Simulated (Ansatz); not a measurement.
Start from `N[Si](N)(O)Br` and change one element to get `N[Si](N)(O)F`.

Ansatz, PBE0-D4/def2-TZVP geometries, multiplicity 1. Each molecule was computed in one conformer, which needn't be the lowest.

Scalar relativity is left out up to krypton.

```json
{"property": "HOMO–LUMO gap (ωB97M-V/def2-TZVPP) / eV", "`N[Si](N)(O)Br`": "12.04"}
{"property": "LUMO energy (B3LYP/def2-TZVPP) / eV", "`N[Si](N)(O)Br`": "0.28"}
{"property": "HOMO energy (B3LYP/def2-TZVPP) / eV", "`N[Si](N)(O)Br`": "-7.40"}
{"property": "HOMO energy (PBE0/def2-TZVPP) / eV", "`N[Si](N)(O)Br`": "-7.66"}
{"property": "size of the dipole moment (ωB97M-V/def2-TZVPP) / D", "`N[Si](N)(O)Br`": "1.44"}
{"property": "LUMO energy (PBE/def2-TZVPP) / eV", "`N[Si](N)(O)Br`": "-0.21"}
```

What does the change do to each property? (Best estimate.)

Computed: 
| property | `N[Si](N)(O)F` | shift |
| --- | --- | --- |
| HOMO–LUMO gap (ωB97M-V/def2-TZVPP) / eV | 12.25 | 0.21 |
| LUMO energy (B3LYP/def2-TZVPP) / eV | 0.36 | 0.08 |
| HOMO energy (B3LYP/def2-TZVPP) / eV | -7.41 | -0.01 |
| HOMO energy (PBE0/def2-TZVPP) / eV | -7.67 | -0.01 |
| size of the dipole moment (ωB97M-V/def2-TZVPP) / D | 1.10 | -0.34 |
| LUMO energy (PBE/def2-TZVPP) / eV | -0.10 | 0.11 |

Dipoles are sizes alone; their direction can turn.

B3LYP here is the variant with VWN-RPA as its local correlation; programs differ in this.

Spin–orbit coupling is left out; it splits and shifts lone-pair levels of the heavy atoms by tenths of an eV.
